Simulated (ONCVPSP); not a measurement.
**LDA (Perdew-Wang 92) ONCV dataset for Ca (Z = 20), scalar-relativistic all-electron reference.**

* Element: calcium (Ca)
* Generator: ONCVPSP 4.0.1
* Type: optimised norm-conserving Vanderbilt (ONCV)
* Functional: LDA (Perdew-Wang 92)
* Relativity: scalar-relativistic
* Frozen core: [Ar]
* Valence charge: 2
* Reference configuration: 4s2
* Partial waves: 4s: rc 2.60 bohr, ncon 3, nbas 8, qcut 2.5 1/bohr, local; p scattering state at 0.1 Ha: rc 2.95 bohr, ncon 3, nbas 7, qcut 2.6 1/bohr, 1 projector; d scattering state at 0.23 Ha: rc 2.60 bohr, ncon 5, nbas 8, qcut 3.8 1/bohr, 1 projector
* Local potential: the s channel
* Core correction: polynomial model core, fcfact 0.6

In the p channel the program set the typed energies aside and used 0.050 Ha. In the d channel the program set the typed energies aside and used -0.078 Ha.

* Cutoffs needed: 2.0 Ha and 2.8 Ha (the cutoffs (Ha) at which the residual kinetic energy of the hardest occupied pseudo-wave falls to 1 and 0.1 mHa per electron) The cutoffs count occupied waves only; projector 1 of the d channel, the hardest unoccupied one, needs 30 Ha at the loose tolerance.
* Ghost test: no bound ghost flagged; no localised positive-energy state flagged
* Largest excitation error: -16 meV (all-electron minus pseudo) for 4s0 4p2, out of 4 test configurations
* rms error of d²Exc/dni dnj: 4.40 mHa without and 0.29 mHa with the model core
